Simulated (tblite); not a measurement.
Q: Give a GFN2-xTB geometry of `c1ccc2nc3ccccc3cc2c1`.

A: 
```
atom  x, y, z in Å
C1     3.6162   -0.5399   -0.0965
C2     3.5558    0.8199    0.2793
C3     2.3579    1.4472    0.4351
C4     1.1438    0.7445    0.2227
N5    -0.0046    1.3919    0.3854
C6    -1.1490    0.7465    0.1894
C7    -2.3678    1.4509    0.3670
C8    -3.5616    0.8251    0.1772
C9    -3.6132   -0.5347   -0.1998
C10   -2.4668   -1.2460   -0.3810
C11   -1.2027   -0.6349   -0.1936
C12    0.0041   -1.3078   -0.3628
C13    1.2066   -0.6368   -0.1593
C14    2.4745   -1.2498   -0.3104
H15    4.5814   -1.0109   -0.2121
H16    4.4785    1.3581    0.4417
H17    2.2908    2.4849    0.7215
H18   -2.3070    2.4887    0.6547
H19   -4.4877    1.3646    0.3142
H20   -4.5755   -1.0043   -0.3428
H21   -2.4974   -2.2876   -0.6696
H22    0.0072   -2.3513   -0.6515
H23    2.5116   -2.2911   -0.5987
```

Orientation and origin are arbitrary. Atoms count from 1 in this order. The 6-membered ring C6–C7–C8–C9–C10–C11 has internal angles of 118.6° to 120.8° (sum 720°, against 720° for a flat polygon); it is planar, 0.00 Å rms from its mean plane, widest ring torsion 0°. The 6-membered ring C4–N5–C6–C11–C12–C13 has internal angles of 117.7° to 122.7° (sum 720°, against 720° for a flat polygon); it is planar, 0.00 Å rms from its mean plane, widest ring torsion 0°. The 14 heavy atoms lie in one plane (0.000 Å rms). The C–C distances run from 1.361 Å (C2–C3, aromatic) to 1.434 Å (C6–C11, aromatic), a spread of 0.073 Å.

Bonds between heavy atoms (Å): C1–C2 1.412, C2–C3 1.361, C3–C4 1.419, C4–N5 1.328, N5–C6 1.328, C6–C7 1.419, C7–C8 1.361, C8–C9 1.412, C9–C10 1.361, C10–C11 1.416, C11–C12 1.392, C12–C13 1.392, C13–C14 1.416, C1–C14 1.361, C4–C13 1.434, C6–C11 1.434.

The geometry is computed with GFN2-xTB (gas phase).

Point group: C2v (every atom within 0.08 Å of its image). Its GFN2-xTB frequencies are all real (lowest 84 cm⁻¹).

The run took 0.44 s of wall time on one thread of an Arm Neoverse N1, no GPU (shared host). This is the geometry optimisation.
